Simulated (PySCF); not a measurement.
In(Et)(OH)2 (C2H7InO2), SMILES C[CH2][In]([OH])[OH].

The structure is a stationary point at B3LYP-D3(BJ)/def2-SVP. The structure was generated by enumeration; whether it is a known compound was not checked. The def2 effective core potentials stand for the cores of In; spin–orbit coupling is left out. Other conformers were not sampled.

Computed with B3LYP/def2-TZVP (PySCF).

The molecule is in vacuum.

The total energy is -421.21050 hartree and the highest occupied level is -7.60 eV. The lowest empty level is -1.46 eV. The orbital gap is 6.14 eV. The dipole moment is 3.36 D, the quadrupole, principal values (traceless, Buckingham form, about the centre of nuclear charge) is -5.77, 0.68, 5.09 D·Å and the mean static polarisability is 68.8 bohr³ (10.20 Å³). The polarisability, principal values comes out as 50.6, 67.8, 88.0 bohr³.
